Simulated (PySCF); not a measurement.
C3H8N, SMILES [NH]C(C)C, multiplicity 2.

Geometry optimised at ωB97X-D3(BJ)/def2-SVP. The isomer is the one that the SMILES or the coordinates give; other isomers of the formula were not compared. The values are those of a single conformer.

Two levels are set side by side: PBE/def2-TZVP (PySCF) and B3LYP/def2-TZVP (PySCF). Same geometry, gas phase. Differences are taken from unrounded values.

```
quantity                     B3LYP
---------------------------  -----
α-spin orbital gap (eV)       8.00
β-spin orbital gap (eV)       4.73
dipole moment (D)             1.94
mean polarisability (bohr³)   46.7
```

**Question.** What does PBE give, and how far is it from B3LYP? (The exact figures need the calculation; the answer reports its results.)

**Answer.** 
```
quantity                      PBE  PBE minus B3LYP
---------------------------  ----  ---------------
α-spin orbital gap (eV)      6.19            -1.81
β-spin orbital gap (eV)      2.42            -2.31
dipole moment (D)            1.93             0.00
mean polarisability (bohr³)  48.2              1.5
```

PBE's more diffuse valence density responds more strongly to a field. Differences between two approximate levels are no errors against the true value.

Rough cost on one machine, each run with all the roots and properties that it gave: B3LYP against PBE within a factor of 2.
